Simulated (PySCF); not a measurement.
**Mo: ionisation energy**

Mo [Kr] 4d5 5s1 (7S) → Mo⁺ [Kr] 4d5 (6S), as a difference of total energies. Computed with PySCF 2.14 in cc-pVDZ-PP with ECP28MDF (4s4p3d1f, 38 functions), with scalar relativity through the core potential. Correlated levels: valence: 4s2 4p6 frozen. The calculations carry no spin-orbit coupling.

```csv
method,ionisation energy (eV),error (eV)
UHF,6.257,-0.835
MN15,7.194,+0.102
LDA,7.769,+0.677
MP2 (valence),6.691,-0.401
SCS-MP2 (valence),6.401,-0.691
```

Reference: 7.092 eV (measured; NIST Atomic Spectra Database, ionization energies).

Errors of the correlated levels include the incompleteness of this basis and the frozen core.
